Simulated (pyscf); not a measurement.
# `[CH3][O][O]`, doublet

Gas-phase minimum from PySCF at ωB97X-D3(BJ)/def2-SVP, one conformer. H₃C–O–O• lies 49.2 kcal/mol over its isomer HO–CH•–OH, and others may lie lower still (electronic energy, ωB97M-D3(BJ)). 

```xyz
6

C     -1.0081     0.3064    -0.2870
O     -0.8199    -0.4099     0.9418
O     -1.1491    -1.6583     0.8172
H     -2.0714     0.2771    -0.5675
H     -0.3922    -0.1521    -1.0745
H     -0.6858     1.3373    -0.0896
```
Charge 0, spin multiplicity 2.

Bond lengths (Å): C1–O2 1.435, C1–H4 1.100, C1–H5 1.100, C1–H6 1.098, O2–O3 1.297. Bond angles (°): O2–C1–H4 109.4, O2–C1–H5 109.4, O2–C1–H6 106.0, H4–C1–H5 110.3, H4–C1–H6 110.8, H5–C1–H6 110.8, C1–O2–O3 111.4.

Properties at ωB97X-D3(BJ)/def2-SVP:

| Property | Result |
|---|---|
| Harmonic wavenumbers, unscaled | 145, 514, 985, 1137, 1198, 1293, 1447, 1458, 1471, 3079, 3194, 3216 cm⁻¹ |
| Zero-point energy | 27.4 kcal/mol |
| Rotational symmetry number | 1 |
| Entropy of this conformer at 298 K and 1 atm, rigid rotor and harmonic oscillator, modes under 100 cm⁻¹ raised to 100 | 267.6 J/(mol K) |
| Dipole moment | 2.72 D |
| Spin expectation value S2 | 0.753 |

Single-point totals, which compare only within one level (frozen core for MP2 and CC):

```
level                   total energy (hartree)
----------------------  ----------------------
ωB97X-D3(BJ)/def2-TZVP              -190.33824
PBE/def2-TZVP                       -190.09411
r²SCAN/def2-TZVP                    -190.19973
B3LYP-D3(BJ)/def2-TZVP              -190.30448
PBE0-D3(BJ)/def2-TZVP               -190.09068
M06-2X/def2-TZVP                    -190.20978
ωB97M-D3(BJ)/def2-TZVP              -190.33303
UHF/def2-TZVPP                      -189.28612
MP2/def2-TZVPP                      -189.89639
CCSD/def2-TZVPP                     -189.92516
CCSD(T)/def2-TZVPP                  -189.94960
```

Soft torsions are taken as harmonic, which can shift the entropy by several J/(mol K). The CCSD(T) − MP2 part came from Ansatz, without density fitting, on the same reference.
